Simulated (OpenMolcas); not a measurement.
# Pd III: effect of the basis set

```
Program             : OpenMolcas 26.06
Method              : MS-CASPT2, IPEA 0.25 Eh, imaginary shift 0.1 Eh (closed shells correlated: 4s 4p)
Active space        : 8 electrons in 6 orbitals (4d 5s)
State averaging     : 2S+1 = 3 even, 55 roots; 2S+1 = 5 even, 10 roots kept (CI in the orbitals of an earlier block); 2S+1 = 1 even, 43 roots kept (CI in the orbitals of an earlier block)
Spin-orbit coupling : state interaction with AMFI integrals over the reference wave functions, term energies averaged over their components
```

A. ANO-R1 [6s4p3d1f], X2C, finite nucleus; CASPT2 step of the order of 29 core-seconds
B. ANO-RCC-VDZP [6s5p3d1f], DKH2, point nucleus; CASPT2 step roughly 21 core-seconds
C. ANO-RCC-VTZP [7s6p4d2f1g], DKH2, point nucleus; CASPT2 step of the order of 40 core-seconds
D. ANO-RCC-VQZP [8s7p5d3f2g1h], DKH2, point nucleus; CASPT2 step about 70 core-seconds

Energies in eV above 4d⁸ ³F₄, the measured ground level; measured values from Moore, Atomic Energy Levels, vol. III, NSRDS-NBS 35 (1971 reprint of NBS Circular 467, 1958).

| Level | A | B | C | D | Measured |
| --- | --- | --- | --- | --- | --- |
| 4d⁸ ³F₄ | 0.0000 | 0.0000 | 0.0000 | 0.0000 | 0.0000 |
| 4d⁸ ³F₃ | 0.431 | 0.441 | 0.412 | 0.411 | 0.4004 |
| 4d⁸ ³F₂ | 0.609 | 0.619 | 0.585 | 0.584 | 0.5812 |
| 4d⁸ ³P₁ | 1.860 | 1.887 | 1.674 | 1.681 | 1.6701 |
| 4d⁸ ³P₀ | 1.886 | 1.911 | 1.705 | 1.711 | 1.6985 |
| 4d⁸ ¹G₄ | 2.411 | 2.401 | 2.257 | 2.229 | 2.2169 |
| 4d⁸ ¹S₀ | 5.249 | 5.267 | 5.188 | 5.148 |  |
| 4d⁷ 5s ⁵F₅ | 6.665 | 7.111 | 6.807 | 6.572 | 6.5607 |
| 4d⁷ 5s ⁵F₄ | 6.932 | 7.376 | 7.061 | 6.827 | 6.8301 |
| 4d⁷ 5s ⁵F₃ | 7.138 | 7.591 | 7.259 | 7.023 | 7.0350 |
| 4d⁷ 5s ⁵F₂ | 7.277 | 7.735 | 7.393 | 7.157 | 7.1719 |
| 4d⁷ 5s ⁵F₁ | 7.362 | 7.822 | 7.475 | 7.239 | 7.2565 |
| 4d⁷ 5s ³F₄(1) | 7.903 | 8.043 | 7.918 | 7.755 |  |
| 4d⁷ 5s ³F₃(1) | 8.261 | 8.406 | 8.260 | 8.097 |  |
| 4d⁷ 5s ⁵P₃ | 8.443 | 8.920 | 8.443 | 8.237 | 8.1468 |
| 4d⁷ 5s ³F₂(1) [52 %] | 8.487 | 8.613 | 8.481 | 8.307 |  |
| 4d⁷ 5s ⁵P₁ | 8.612 | 9.072 | 8.614 | 8.407 | 8.3257 |

Deviations, from unrounded energies. A percentage is the sum of absolute deviations over the sum of measured energies, with the sign that they share, or ± where signs differ.

| Against measurement | Levels | A | B | C | D |
| --- | --- | --- | --- | --- | --- |
| mean absolute deviation (cm-1) | 12 | 1200 | 3400 | 1200 | 190 |
| fine structure of the ground term (%) | 2 | +6.0 | +8.0 | +1.6 | +1.3 |
| other terms of the ground configuration (%) | 3 | +10.2 | +11.0 | +0.9 | +0.6 |
| other configurations (%) | 7 | +2.1 | +8.4 | +3.4 | ±0.4 |

D lies closest to measurement on these levels and B furthest from it. The largest miss of D in the table is 4d⁷ 5s ⁵P₃, by +730 cm-1. The ranking rests on the paired levels alone, and a cruder setting can come out closer through cancelling errors.

Among A to D the level of the table that moves most is 4d⁷ 5s ⁵P₃, by 5500 cm-1 (lowest in D, highest in B). Moves below CASPT2's spread within the term are not significant.

CASPT2 does not keep the components of a term degenerate, so their means are used; among the terms shown or strongly mixed into the levels shown the widest spread is 1500 cm-1 (4d⁸ ¹G, C). Terms from blocks run as CI alone lack orbitals of their own. A single d shell beside an s shell can misplace configurations of different d count against each other. Measured partners are found by configuration, term and J. A level has none where our copy of the source lacks it or the pairing is in doubt (some pairs that miss far off the trend of their configuration count as doubtful), and it then counts in no deviation. Only configurations of the active space appear. The table leaves out levels that lie high or whose names do not pair safely across all columns.

A share in square brackets marks a mixed level and gives the weight of the term that names it, the lowest over the columns. A number in round brackets counts repeated terms of one configuration in the order of the reference energies.
